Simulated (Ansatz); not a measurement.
Reaction (SMILES): C[SiH](C)C [trimethylsilane] → [CH2][SiH](C)C + H atom (the C-H bond at the site shown breaks; other sites are not compared here)
Structures are relaxed separately at B3LYP-D3(BJ)/def2-TZVP in Ansatz (a quantum-chemistry and plane-wave program), one conformer each, not searched for the lowest. Frequencies are from Ansatz.

Wanted: bond dissociation energy (enthalpy at 298 K, with B3LYP-D3(BJ) rigid-rotor harmonic-oscillator terms), in kcal/mol. Valence correlation only, unless marked. Open shells are spin-unrestricted. No spin-orbit coupling. Non-relativistic. CBS(X,Y): correlation extrapolated as X^-3; Hartree-Fock from the larger set.

| level | program | bond dissociation energy (kcal/mol) | minus last row |
|---|---|---|---|
| PBE/def2-TZVPD | Ansatz | 97.8 | -3.6 |
| BLYP-D3(BJ)/def2-TZVPD | Ansatz + dftd3 | 98.0 | -3.4 |
| PBE0/def2-TZVP | Ansatz | 97.6 | -3.8 |
| CAM-B3LYP-D4/def2-TZVPD | Ansatz + dftd4 | 99.7 | -1.7 |
| RI-MP2/cc-pV(Q+d)Z | Ansatz | 101.1 | -0.3 |
| CCSD(T)/6-31G* | Ansatz | 92.7 | -8.7 |
| CCSD(T)/CBS(cc-pV(T+d)Z,cc-pV(Q+d)Z) | Ansatz | 101.4 | 0.0 |
